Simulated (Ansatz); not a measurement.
C2H7NSi (`N/C=C/[SiH3]`) at its PBE0-D4/def2-TZVP geometry, where that method's forces vanish. Charge 0, multiplicity 1.

```xyz
11

N     0.6292    1.2167   -1.7421
C     0.5089    0.5813   -0.5373
C    -0.4885   -0.2305   -0.1509
Si   -0.5591   -0.9423    1.5400
H     0.0422    0.9056   -2.4975
H     1.5395    1.5382   -2.0177
H     1.3090    0.8268    0.1579
H    -1.2755   -0.4550   -0.8703
H    -1.7753   -0.5197    2.2925
H     0.6421   -0.4875    2.2962
H    -0.5723   -2.4335    1.5293
```

(1) What forces (eV/Å) does B3LYP-D4/def2-TZVPP give on these atoms in Ansatz? (Estimate.)

Results:

(1) Computed: 
```
N1   0.030  0.120 -0.208
C2   0.075 -0.056  0.249
C3  -0.082 -0.041 -0.029
Si4 -0.022 -0.072  0.151
H5   0.009  0.011 -0.030
H6   0.001  0.009 -0.030
H7  -0.052 -0.013 -0.059
H8   0.047  0.013  0.037
H9   0.072 -0.027 -0.042
H10 -0.077 -0.031 -0.043
H11  0.000  0.088  0.002
```

B3LYP here is the variant with VWN-RPA as its local correlation; programs differ in this.
